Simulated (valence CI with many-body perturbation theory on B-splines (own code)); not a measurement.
**Sn29+: M1 decay**

Computed by configuration interaction combined with many-body perturbation theory (CI+MBPT): three valence electrons over a frozen Dirac-Fock core [Ar], radial functions for each j: 9 s, 9 p, 10 d, 8 f, 5 g, 3 h, 1 i, with the one-electron correlation potential Σ1 (screened to all orders), the two-electron term Σ2, the three-electron term Σ3, Breit, model QED; selected single and double excitations, second order for the rest (own B-spline code, finite nucleus).

The last digits are not significant, and no measured levels were compared; by estimate large intervals hold to a few tenths of a per cent, small ones and those within an open d or f shell to about a per cent. Only levels of the ground parity were solved; by the run's estimate the other parity begins above the list, which can be wrong where configurations are misplaced.

Lines 1 to 50 of 69 in falling wavelength, among levels below 51.522 eV, chosen from the decays that carry over 1 % of a level's rate. Wavelengths and rates use the calculated energies. S is in atomic units (e²a₀⁴ for E2 and M2, e²a₀⁶ for E3), for M1 in squared Bohr magnetons. Weak lines are less certain than strong ones. Lines between different terms over intervals too small for the method are left out, as are lines whose strength nearly cancels. The highest levels of a list are the least certain.

Names give the largest LS component (configuration and term), which can be under half, so a name can repeat, a term be missing and a line seem to break the LS rules; names also repeat where a configuration has a term twice. Letters in brackets count levels of one name in rising energy.

| λ vac (nm) | Upper | Lower | Type | A (s⁻¹) | S (a.u.) |
| --- | --- | --- | --- | --- | --- |
| 649.9 | 3d³ ²G_9/2 [a] | 3d³ ⁴F_7/2 | M1 | 5.35e+01 | 5.44e+00 |
| 582.1 | 3d³ ⁴P_1/2 | 3d³ ⁴P_3/2 | M1 | 1.30e+02 | 1.90e+00 |
| 296.5 | 3d³ ⁴F_7/2 | 3d³ ⁴F_5/2 | M1 | 1.15e+03 | 8.86e+00 |
| 250.1 | 3d³ ²D_5/2 [a] | 3d³ ²D_3/2 [a] | M1 | 5.52e+02 | 1.92e+00 |
| 230.4 | 3d³ ⁴P_3/2 | 3d³ ⁴F_5/2 | M1 | 4.97e+02 | 9.01e-01 |
| 213.1 | 3d³ ²G_9/2 [b] | 3d³ ²H_11/2 | M1 | 4.08e+02 | 1.46e+00 |
| 206.2 | 3d³ ²H_11/2 | 3d³ ²H_9/2 | M1 | 7.37e+02 | 2.88e+00 |
| 191.1 | 3d³ ²P_3/2 | 3d³ ²D_5/2 [a] | M1 | 2.94e+02 | 3.04e-01 |
| 183.2 | 3d³ ⁴F_5/2 | 3d³ ⁴F_3/2 | M1 | 5.54e+03 | 7.57e+00 |
| 156.0 | 3d³ ²D_5/2 [a] | 3d³ ⁴P_5/2 | M1 | 3.94e+02 | 3.32e-01 |
| 155.9 | 3d³ ²F_5/2 | 3d³ ²D_3/2 [a] | M1 | 1.17e+02 | 9.84e-02 |
| 146.5 | 3d³ ²H_9/2 | 3d³ ²G_9/2 [a] | M1 | 5.46e+03 | 6.37e+00 |
| 134.9 | 3d³ ²D_5/2 [a] | 3d³ ²G_7/2 | M1 | 3.01e+02 | 1.64e-01 |
| 133.9 | 3d³ ²G_7/2 | 3d³ ⁴F_7/2 | M1 | 3.62e+03 | 2.58e+00 |
| 133.3 | 3d³ ⁴P_5/2 | 3d³ ⁴P_3/2 | M1 | 3.81e+03 | 2.01e+00 |
| 123.4 | 3d³ ²P_3/2 | 3d³ ²P_1/2 | M1 | 4.11e+03 | 1.14e+00 |
| 122.0 | 3d³ ²D_3/2 [a] | 3d³ ⁴P_1/2 | M1 | 2.57e+03 | 6.92e-01 |
| 119.6 | 3d³ ²H_9/2 | 3d³ ⁴F_7/2 | M1 | 4.45e+03 | 2.82e+00 |
| 118.1 | 3d³ ⁴P_5/2 | 3d³ ⁴F_7/2 | M1 | 4.64e+02 | 1.70e-01 |
| 113.3 | 3d³ ²F_5/2 | 3d³ ⁴P_5/2 | M1 | 3.63e+03 | 1.17e+00 |
| 108.3 | 3d³ ²P_3/2 | 3d³ ²D_3/2 [a] | M1 | 7.50e+03 | 1.41e+00 |
| 107.3 | 3d³ ²P_1/2 | 3d³ ⁴P_1/2 | M1 | 1.43e+04 | 1.31e+00 |
| 104.8 | 3d³ ²G_9/2 [b] | 3d³ ²H_9/2 | M1 | 1.05e+04 | 4.49e+00 |
| 102.9 | 3d³ ²D_3/2 [b] | 3d³ ²P_3/2 | M1 | 7.44e+02 | 1.20e-01 |
| 102.7 | 3d³ ²F_7/2 | 3d³ ⁴P_5/2 | M1 | 2.30e+02 | 7.41e-02 |
| 102.0 | 3d³ ⁴P_3/2 | 3d³ ⁴F_3/2 | M1 | 6.67e+03 | 1.05e+00 |
| 101.7 | 3d³ ²F_5/2 | 3d³ ²G_7/2 | M1 | 6.82e+02 | 1.60e-01 |
| 100.9 | 3d³ ²D_3/2 [a] | 3d³ ⁴P_3/2 | M1 | 1.45e+04 | 2.21e+00 |
| 95.81 | 3d³ ²G_9/2 [b] | 3d³ ²G_7/2 | M1 | 1.20e+04 | 3.92e+00 |
| 93.18 | 3d³ ²F_7/2 | 3d³ ²G_7/2 | M1 | 1.86e+03 | 4.46e-01 |
| 92.24 | 3d³ ²G_7/2 | 3d³ ⁴F_5/2 | M1 | 1.29e+04 | 3.00e+00 |
| 90.80 | 3d³ ²D_5/2 [b] | 3d³ ²P_3/2 | M1 | 8.93e+02 | 1.49e-01 |
| 90.57 | 3d³ ²P_1/2 | 3d³ ⁴P_3/2 | M1 | 3.81e+02 | 2.10e-02 |
| 86.82 | 3d³ ⁴P_1/2 | 3d³ ⁴F_3/2 | M1 | 1.96e+03 | 9.52e-02 |
| 85.87 | 3d³ ²P_3/2 | 3d³ ⁴P_5/2 | M1 | 8.83e+03 | 8.29e-01 |
| 85.66 | 3d³ ²H_11/2 | 3d³ ²G_9/2 [a] | M1 | 4.02e+03 | 1.13e+00 |
| 84.46 | 3d³ ⁴P_5/2 | 3d³ ⁴F_5/2 | M1 | 6.90e+02 | 9.25e-02 |
| 79.79 | 3d³ ²D_3/2 [b] | 3d³ ²F_5/2 | M1 | 4.73e+03 | 3.56e-01 |
| 77.36 | 3d³ ²D_5/2 [b] | 3d³ ²F_7/2 | M1 | 5.77e+03 | 5.94e-01 |
| 72.31 | 3d³ ²D_5/2 [b] | 3d³ ²F_5/2 | M1 | 1.43e+04 | 1.21e+00 |
| 71.88 | 3d³ ²D_5/2 [a] | 3d³ ⁴P_3/2 | M1 | 1.88e+03 | 1.55e-01 |
| 70.16 | 3d³ ²D_3/2 [a] | 3d³ ⁴F_5/2 | M1 | 1.02e+04 | 5.21e-01 |
| 67.21 | 3d³ ²D_5/2 [a] | 3d³ ⁴F_7/2 | M1 | 7.83e+03 | 5.28e-01 |
| 66.89 | 3d³ ²D_3/2 [b] | 3d³ ²D_5/2 [a] | M1 | 1.00e+04 | 4.44e-01 |
| 61.24 | 3d³ ²F_5/2 | 3d³ ⁴P_3/2 | M1 | 2.55e+03 | 1.30e-01 |
| 60.02 | 3d³ ²F_7/2 | 3d³ ²G_9/2 [a] | M1 | 4.14e+03 | 2.66e-01 |
| 57.81 | 3d³ ²F_5/2 | 3d³ ⁴F_7/2 | M1 | 6.16e+02 | 2.65e-02 |
| 57.80 | 3d³ ⁴P_5/2 | 3d³ ⁴F_3/2 | M1 | 3.28e+02 | 1.41e-02 |
| 56.11 | 3d³ ²D_3/2 [b] | 3d³ ²P_1/2 | M1 | 2.21e+03 | 5.80e-02 |
| 55.85 | 3d³ ²G_9/2 [b] | 3d³ ⁴F_7/2 | M1 | 1.43e+03 | 9.21e-02 |
